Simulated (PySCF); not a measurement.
Mapped SMILES: `[F:1][C@@H:2]1[C@H:3]2[CH2:4][C@@H:5]1[C@H:6]([Cl:7])[CH2:8]2`. Each H is labelled by its parent atom. Ha(C4), Ha(C8) are cis to F1 on the ring; Hb(C4), Hb(C8) are trans to F1 on the ring.

Geometry: GFN2-xTB; GIAO absolute shieldings from PySCF 2.14, gas phase, non-relativistic, averaged over equivalent atoms.

At PW91/MINI (52 basis functions, roughly 23 core-seconds):
| atoms | σ (ppm) |
| --- | --- |
| F1 | 398.5 |
| C2 | 145.9 |
| C6 | 167.0 |
| C5 | 171.7 |
| C3 | 176.4 |
| C8 | 180.5 |
| C4 | 187.0 |
| Cl7 | 818.8 |
| H(C2) | 26.54 |
| H(C6) | 27.13 |
| H(C5) | 27.91 |
| H(C3) | 27.93 |
| Ha(C8) | 28.14 |
| Hb(C8) | 29.07 |
| Hb(C4) | 29.08 |
| Ha(C4) | 29.27 |

Task: Estimate the result of repeating the calculation with PBE0/pcSseg-1.

Result: 
```json
{"atoms": "F1", "σ at PBE0/pcSseg-1": "373.1", "change": "-25.4"}
{"atoms": "C2", "σ at PBE0/pcSseg-1": "96.0", "change": "-49.9"}
{"atoms": "C6", "σ at PBE0/pcSseg-1": "125.5", "change": "-41.5"}
{"atoms": "C5", "σ at PBE0/pcSseg-1": "132.6", "change": "-39.1"}
{"atoms": "C3", "σ at PBE0/pcSseg-1": "142.1", "change": "-34.3"}
{"atoms": "C8", "σ at PBE0/pcSseg-1": "148.4", "change": "-32.1"}
{"atoms": "C4", "σ at PBE0/pcSseg-1": "162.5", "change": "-24.5"}
{"atoms": "Cl7", "σ at PBE0/pcSseg-1": "807.6", "change": "-11.2"}
{"atoms": "H(C2)", "σ at PBE0/pcSseg-1": "27.19", "change": "+0.65"}
{"atoms": "H(C6)", "σ at PBE0/pcSseg-1": "27.26", "change": "+0.13"}
{"atoms": "H(C5)", "σ at PBE0/pcSseg-1": "29.12", "change": "+1.21"}
{"atoms": "H(C3)", "σ at PBE0/pcSseg-1": "29.22", "change": "+1.29"}
{"atoms": "Ha(C8)", "σ at PBE0/pcSseg-1": "29.10", "change": "+0.96"}
{"atoms": "Hb(C8)", "σ at PBE0/pcSseg-1": "29.93", "change": "+0.86"}
{"atoms": "Hb(C4)", "σ at PBE0/pcSseg-1": "30.87", "change": "+1.79"}
{"atoms": "Ha(C4)", "σ at PBE0/pcSseg-1": "30.18", "change": "+0.91"}
```

The largest change is at C2 (sp3 CH bonded to F). Cost: 183 basis functions, about 80 core-seconds. The order of the carbon signals is the same at both levels.

Carbons that carry Cl, above all several Cl atoms, come out too deshielded, partly because spin–orbit coupling is missing.
